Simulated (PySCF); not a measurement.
**How methods differ on the excitation energy of Re**

Re [Xe] 4f14 5d5 6s2 (6S) → Re [Xe] 4f14 5d7 (4F), as a difference of total energies. Computed with PySCF 2.14 in x2c-TZVPPall with one added diffuse shell each of s, p, d, f type (12s8p8d4f1g, 113 functions), with scalar relativity by spin-free X2C-1e. Correlated levels: valence: [Xe] 4f14 frozen. The calculations carry no spin-orbit coupling.

| method | excitation energy (cm⁻¹) |
| --- | --- |
| UHF | 47593 |
| MP2 (valence) | 39988 |
| SCS-MP2 (valence) | 36455 |
| CCSD (valence) | 39691 |
| CCSD(T) (valence) | 35032 |

A first-order spin-orbit estimate (lowest level to lowest level, LS coupling) adds -0.470 eV.
